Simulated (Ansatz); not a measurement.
Cost and result up the ladder for CdH₂ (3 atoms). Charge 0, multiplicity 1. Geometry: PBE-D4/def2-TZVP.

```xyz
3

Cd    0.000    0.000    0.000
H    -0.494    1.608   -0.032
H     0.494   -1.608    0.032
```

Ansatz on 4 threads of Intel Xeon on a shared host. Times are rough, and most runs start from the orbitals of an earlier one. ωB97X-V/def2-TZVP serves as the yardstick here, not as an exact answer. Differences are given only for rows in sets of like size (and for xTB, whose basis is part of the method), since another set adds its own error. Binding counts from free atoms at the same level (Cd singlet, H doublet; other spins of the atoms weren't run), without zero-point energy or a counterpoise term.

In the def2 sets Cd takes a core potential; there is no spin–orbit coupling. HSE06 is defined as in plane-wave codes, on full-range PBE exchange. Correlated methods freeze no core orbitals; core or outer-core shells of Cd are correlated, in sets that lack core-valence functions.

Correlated methods converge slowly with the basis.

| level | functions | wall time | binding energy per atom (eV) | difference from ωB97X-V/def2-TZVP (eV) |
| --- | --- | --- | --- | --- |
| PBE-D4/def2-TZVP | 52 | 0.66 s | 1.28 | -0.12 |
| HF/def2-TZVP | 52 | 0.68 s | 0.95 | -0.45 |
| PBE-D4/def2-TZVPD | 58 | 0.92 s | 1.28 | -0.12 |
| revPBE-D4/def2-TZVP | 52 | 0.97 s | 1.27 | -0.13 |
| PBE0-D4/def2-TZVPD | 58 | 1.1 s | 1.30 | -0.10 |
| MP2/def2-TZVP | 52 | 1.2 s | 1.18 | -0.22 |
| HSE06-D4/def2-TZVP | 52 | 1.5 s | 1.30 | -0.10 |
| PBE0-D4/def2-SVP | 41 | 1.6 s | 1.30 | – |
| r2SCAN-D4/def2-TZVP | 52 | 1.6 s | 1.37 | -0.03 |
| r2SCANh-D4/def2-TZVP | 52 | 1.6 s | 1.36 | -0.04 |
| r2SCAN-D4/def2-TZVPD | 58 | 1.8 s | 1.37 | -0.03 |
| CCSD(T)/def2-TZVPD | 58 | 2.7 s | 1.28 | -0.12 |
| ωB97X-V/def2-TZVP (with forces) | 52 | 3.5 s | 1.40 | 0.00 |
| CCSD(T)/def2-TZVPP | 84 | 5 s | 1.32 | -0.08 |
